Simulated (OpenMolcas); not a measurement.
Os II.

```json
{"Program": "OpenMolcas", "Method": "CASSCF", "Basis": "ANO-RCC-VQZP [9s8p6d4f3g2h]", "Scalar Hamiltonian": "DKH2, point nucleus", "Active space": "7 electrons in 6 orbitals (5d 6s)", "State averaging": "2S+1 = 6 even, 6 roots; 2S+1 = 4 even, 67 roots kept (CI in the orbitals of an earlier block); 2S+1 = 2 even, 93 roots kept (CI in the orbitals of an earlier block)", "Spin-orbit coupling": "RASSI with atomic mean-field integrals over the reference wave functions, term energies averaged over their components"}
```

Levels without dynamic correlation, in cm⁻¹ above 5d⁶ 6s ⁶D_9/2:

| Level | E |
| --- | --- |
| 5d⁶ 6s ⁴D_1/2(2) [69 %] | 30716 |
| 5d⁶ 6s ⁴H_13/2 | 22046 |
| 5d⁶ 6s ⁴P_1/2(1) [67 %] | 22466 |

On this reference, MS-CASPT2, IPEA 0.25 Eh, imaginary shift 0.1 Eh (closed shells correlated: 5s 5p) puts 5d⁶ 6s ⁴D_1/2(2) [69 %] at 25620 cm⁻¹.

**Question.** Estimate the other levels at that method by one scale factor, and say how well it serves.

**Answer.** The factor is 25620 / 30716 = 0.834. Scaled values beside those that MS-CASPT2 gives:
| Level | Scaled | MS-CASPT2 | Miss (%) |
| --- | --- | --- | --- |
| 5d⁶ 6s ⁴H_13/2 | 18386 | 19330 | -4.9 |
| 5d⁶ 6s ⁴P_1/2(1) [67 %] | 18737 | 16100 | +16.4 |
For these levels the scaled values miss MS-CASPT2 by up to 16.4 %, as correlation changes each term by its own factor, spin-orbit parts do not scale and CASPT2 has its own spread within terms. This holds within one configuration; levels of others move differently, and the target method has errors of its own against measurement.

Term energies are means over components that CASPT2 splits; among the terms shown or strongly mixed into the levels shown the widest spread is 270 cm-1 (5d⁶ 6s ⁴H, MS-CASPT2). Terms from blocks run as CI alone lack orbitals of their own. Configurations are named by rounded mean occupations; where the s occupation lies near a half they are strongly mixed, a name can repeat and a true partner stay unpaired. Without dynamic correlation excited terms often stand tens of per cent too high (terms of higher spin than the ground term too low), and those without a measured partner can miss by more than the paired ones (holds for CASSCF). Blocks of more than 70 roots (2S+1 = 2 even) ran without multistate coupling (holds for MS-CASPT2). Levels of configurations outside the active space are missing.

A share in square brackets marks a mixed level and gives the weight of the term that names it, the lowest over the columns. A number in round brackets counts repeated terms of one configuration in the order of the reference energies.
